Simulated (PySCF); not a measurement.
Cartesian coordinates (Å):
```xyz
17

Zr    -0.0798     0.3606     0.4844
N      1.3991    -0.5636    -0.6139
H      1.9666    -0.1160    -1.3435
H      1.6551    -1.5573    -0.5850
N      0.6735     2.1917     1.0550
H      1.5881     2.3479     1.4956
H      0.1825     3.0925     1.0262
O     -0.4393    -0.8630     1.9574
C     -0.7318    -1.4561     3.1821
H     -0.0757    -2.3386     3.3643
H     -1.7879    -1.8113     3.2211
H     -0.5826    -0.7476     4.0301
O     -1.6854     0.7838    -0.5353
C     -2.7140     0.8000    -1.4734
H     -3.5678     0.1583    -1.1537
H     -2.3710     0.4343    -2.4695
H     -3.1079     1.8331    -1.6135
```
Charge 0, multiplicity 1.

Problem. Estimate the charge on the central atom (Mulliken), HOMO, LUMO, HOMO–LUMO gap, total energy and dipole moment that TPSSh-D3(BJ)/def2-TZVP // PBE-D3(BJ)/def2-SVP (PySCF) returns for this input.

Solution. 
The charge on the central atom (Mulliken) is 1.74 e. The HOMO comes out as -5.86 eV, the LUMO is -0.45 eV and the HOMO–LUMO gap is 5.42 eV. The total energy is -389.5871 Ha and the dipole moment is 0.11 D.
